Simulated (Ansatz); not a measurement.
Computed with Ansatz on PBE0-D4/def2-TZVP structures; ΔE is electronic, products minus reactants. CCSD(T)/CBS adds triple-zeta CCSD(T) − MP2 to the extrapolated MP2 energy (def2 sets, frozen cores). DFT in def2-TZVPP. B3LYP here is the variant with VWN-RPA as its local correlation; programs differ in this.

`C=C=C([SiH3])Cl` → `C=C1[SiH2]C1Cl`  (isomerisation)

| level | ΔE (kJ/mol) | difference from CCSD(T)/CBS |
| --- | --- | --- |
| PBE-D4 | 30.9 | -4.6 |
| r2SCAN-D4 | 35.5 | 0.0 |
| PBE0-D4 | 27.2 | -8.3 |
| B3LYP-D4 | 47.5 | 12.0 |
| ωB97X-V | 31.6 | -3.9 |
| ωB97M-V | 35.0 | -0.5 |
| B2PLYP | 44.2 | 8.7 |
| PBE | 32.0 | -3.5 |
| r2SCAN | 35.6 | 0.1 |
| PBE0 | 28.1 | -7.4 |
| B3LYP | 49.6 | 14.1 |
| HF/def2-TZVPP | 61.0 | 25.5 |
| MP2/def2-TZVPP | 31.3 | -4.2 |
| SCS-MP2/def2-TZVPP | 39.1 | 3.6 |
| MP2/def2-QZVPP | 29.3 | -6.2 |
| MP2/CBS(def2) | 28.0 | -7.5 |
| CCSD(T)/CBS | 35.5 | 0 |

Largest T1 diagnostic among the species: 0.012.

In def2-TZVPP, CCSD(T) changes the Hartree–Fock value by −22.2 kJ/mol (the triples alone add −1.3 kJ/mol) and MP2 by −29.8 kJ/mol. From PBE to PBE0 (25 % exact exchange), in def2-TZVPP and without D4, ΔE moves by −3.9 kJ/mol.
